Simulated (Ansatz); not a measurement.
Born–Oppenheimer molecular dynamics of AlF2H4N (8 atoms, charge 0, multiplicity 1). It starts at the highest image of a converged band, a first-order saddle point between two minima.

These are results of RKS B3LYP-D4/def2-SVP (Ansatz 0.2.0), not measurements.

```json
{"ensemble": "NVE (velocity Verlet)", "time step": "0.5 fs", "steps asked": "200", "starting velocities drawn for": "300 K", "seed": "3511"}
```

Frames 2.5 fs apart, positions in Å, forces in eV/Å.

Velocities at 55.0 fs (Å/ps):

```
Al 0.78 -9.74 4.46
N 0.94 -4.35 -0.24
H 4.26 0.95 -13.61
H -15.92 32.06 11.35
F 0.92 5.08 -1.90
F -1.31 7.11 -0.36
H -5.74 27.89 -24.80
H -9.01 30.64 -46.53
```

```xyz
8
Properties=species:S:1:pos:R:3:forces:R:3 time_fs=55.0 energy_less_start_eV=-0.349 T=751
Al -0.043 -0.042 0.287 0.30 0.63 -0.05
N 0.080 -0.142 2.079 0.28 0.51 -0.30
H -0.614 0.177 2.759 -0.10 -0.31 -0.35
H 0.999 0.079 2.495 -0.38 -0.27 -0.38
F 1.376 0.242 -0.573 -0.54 -0.33 0.42
F -1.411 -0.010 -0.688 0.44 -0.18 0.66
H -0.600 3.357 -0.541 0.09 0.78 1.01
H -0.542 3.855 0.087 -0.09 -0.84 -1.01
8
Properties=species:S:1:pos:R:3:forces:R:3 time_fs=57.5 energy_less_start_eV=-0.297 T=684
Al -0.041 -0.065 0.298 0.37 0.89 -0.75
N 0.084 -0.152 2.077 0.33 0.25 -0.62
H -0.615 0.172 2.720 -0.88 -0.12 0.19
H 0.953 0.151 2.512 0.32 -0.25 -0.29
F 1.377 0.254 -0.577 -0.79 -0.44 0.61
F -1.414 0.007 -0.688 0.66 -0.28 0.85
H -0.613 3.438 -0.588 -0.09 -0.89 -0.98
H -0.566 3.919 -0.044 0.09 0.84 0.98
8
Properties=species:S:1:pos:R:3:forces:R:3 time_fs=60.0 energy_less_start_eV=-0.281 T=661
Al -0.038 -0.087 0.307 0.38 1.11 -1.37
N 0.088 -0.160 2.073 -0.47 0.39 0.02
H -0.661 0.158 2.688 -0.27 -0.37 -0.20
H 0.924 0.208 2.512 0.48 -0.18 -0.15
F 1.376 0.265 -0.579 -0.93 -0.54 0.72
F -1.414 0.024 -0.685 0.80 -0.37 0.98
H -0.630 3.481 -0.675 -0.01 -0.04 -0.01
H -0.586 4.017 -0.136 0.01 -0.01 0.01
8
Properties=species:S:1:pos:R:3:forces:R:3 time_fs=62.5 energy_less_start_eV=-0.219 T=584
Al -0.034 -0.106 0.313 0.36 1.28 -1.78
N 0.090 -0.167 2.070 -0.69 0.61 0.60
H -0.722 0.122 2.646 0.54 -0.48 -0.40
H 0.920 0.253 2.502 -0.12 -0.33 -0.19
F 1.372 0.274 -0.579 -0.94 -0.60 0.74
F -1.412 0.039 -0.679 0.84 -0.44 1.03
H -0.648 3.521 -0.765 0.07 0.98 0.92
H -0.605 4.117 -0.224 -0.07 -1.02 -0.91
8
Properties=species:S:1:pos:R:3:forces:R:3 time_fs=65.0 energy_less_start_eV=-0.221 T=585
Al -0.029 -0.122 0.315 0.32 1.36 -1.89
N 0.090 -0.172 2.068 -0.20 0.20 -0.10
H -0.757 0.060 2.583 0.18 -0.14 0.27
H 0.911 0.279 2.481 -0.28 -0.27 0.04
F 1.365 0.281 -0.577 -0.81 -0.61 0.68
F -1.407 0.053 -0.669 0.79 -0.51 0.99
H -0.662 3.603 -0.814 -0.06 -0.91 -0.72
H -0.628 4.170 -0.353 0.06 0.87 0.72
8
Properties=species:S:1:pos:R:3:forces:R:3 time_fs=67.5 energy_less_start_eV=-0.212 T=573
Al -0.024 -0.136 0.314 0.24 1.37 -1.69
N 0.089 -0.176 2.066 -0.19 -0.39 -0.98
H -0.782 -0.011 2.537 -0.24 0.10 0.80
H 0.889 0.291 2.464 0.11 0.07 0.47
F 1.355 0.286 -0.572 -0.55 -0.57 0.53
F -1.400 0.065 -0.657 0.62 -0.54 0.87
H -0.679 3.647 -0.892 -0.01 -0.20 -0.12
H -0.647 4.261 -0.452 0.01 0.16 0.12
8
Properties=species:S:1:pos:R:3:forces:R:3 time_fs=70.0 energy_less_start_eV=-0.186 T=541
Al -0.018 -0.146 0.308 0.11 1.34 -1.23
N 0.086 -0.181 2.060 -0.83 -0.33 -0.59
H -0.814 -0.077 2.533 0.55 0.05 0.42
H 0.870 0.305 2.473 -0.03 0.02 0.47
F 1.344 0.289 -0.566 -0.15 -0.49 0.27
F -1.391 0.076 -0.642 0.35 -0.56 0.65
H -0.697 3.680 -0.978 0.05 1.16 0.76
H -0.667 4.360 -0.544 -0.05 -1.19 -0.76
8
Properties=species:S:1:pos:R:3:forces:R:3 time_fs=72.5 energy_less_start_eV=-0.232 T=599
Al -0.011 -0.153 0.299 -0.08 1.25 -0.56
N 0.081 -0.188 2.052 -0.57 0.02 0.07
H -0.817 -0.141 2.555 0.76 0.01 0.12
H 0.848 0.319 2.508 -0.46 -0.36 0.05
F 1.333 0.291 -0.558 0.36 -0.35 -0.05
F -1.381 0.085 -0.625 -0.01 -0.54 0.36
H -0.713 3.764 -1.029 -0.03 -0.87 -0.47
H -0.688 4.405 -0.669 0.03 0.84 0.47
8
Properties=species:S:1:pos:R:3:forces:R:3 time_fs=75.0 energy_less_start_eV=-0.258 T=632
Al -0.005 -0.157 0.290 -0.27 1.08 0.26
N 0.072 -0.194 2.043 -0.02 0.03 -0.03
H -0.780 -0.204 2.587 -0.13 -0.09 0.26
H 0.802 0.313 2.547 -0.07 -0.31 -0.11
F 1.322 0.292 -0.551 0.92 -0.19 -0.40
F -1.370 0.092 -0.606 -0.44 -0.50 0.02
H -0.730 3.811 -1.099 -0.01 -0.38 -0.17
H -0.708 4.487 -0.776 0.01 0.36 0.17
8
Properties=species:S:1:pos:R:3:forces:R:3 time_fs=77.5 energy_less_start_eV=-0.188 T=544
Al 0.000 -0.159 0.281 -0.43 0.87 1.04
N 0.064 -0.201 2.035 -0.38 -0.17 0.04
H -0.747 -0.273 2.632 -0.39 -0.24 0.00
H 0.754 0.290 2.582 0.64 0.02 -0.03
F 1.314 0.292 -0.546 1.45 -0.01 -0.73
F -1.361 0.098 -0.588 -0.88 -0.44 -0.32
H -0.747 3.838 -1.178 0.03 1.31 0.55
H -0.727 4.586 -0.872 -0.03 -1.33 -0.54
8
Properties=species:S:1:pos:R:3:forces:R:3 time_fs=80.0 energy_less_start_eV=-0.169 T=518
Al 0.005 -0.159 0.274 -0.48 0.68 1.60
N 0.054 -0.208 2.027 -0.68 -0.11 1.05
H -0.734 -0.355 2.675 0.17 -0.16 -0.71
H 0.740 0.265 2.611 0.46 -0.13 -0.38
F 1.311 0.292 -0.542 1.81 0.12 -0.95
F -1.355 0.102 -0.571 -1.27 -0.37 -0.61
H -0.763 3.925 -1.232 -0.02 -0.77 -0.25
H -0.748 4.625 -0.993 0.02 0.75 0.26
8
Properties=species:S:1:pos:R:3:forces:R:3 time_fs=82.5 energy_less_start_eV=-0.172 T=522
Al 0.008 -0.158 0.271 -0.38 0.55 1.85
N 0.042 -0.215 2.024 -0.10 0.00 1.20
H -0.714 -0.446 2.679 0.07 -0.06 -0.62
H 0.751 0.232 2.618 0.04 -0.33 -0.63
F 1.314 0.292 -0.542 1.89 0.17 -1.00
F -1.353 0.105 -0.555 -1.52 -0.31 -0.81
H -0.780 3.977 -1.297 -0.01 -0.58 -0.15
H -0.768 4.697 -1.105 0.01 0.56 0.15
```

Of the whole run (100 fs, mean temperature of the second half 634 K): The conserved energy stayed within 0.17 meV per atom of its start (net change 0.13 meV per atom), so the integration is sound. The kinetic energy rose, since the run started high on the potential surface and went downhill. It ends in pieces (AlF2H2N + H2), so much of that is their flight and rotation, not heat. A run of 0.1 ps of so small a system gives no equilibrium averages. The orbitals stay closed-shell, which can raise the energy where a bond breaks towards radicals; this wasn't checked here.

Run time: 8.6 min on 1 thread of Arm Neoverse V1, with other jobs on the host, peak memory 0.17 GiB.
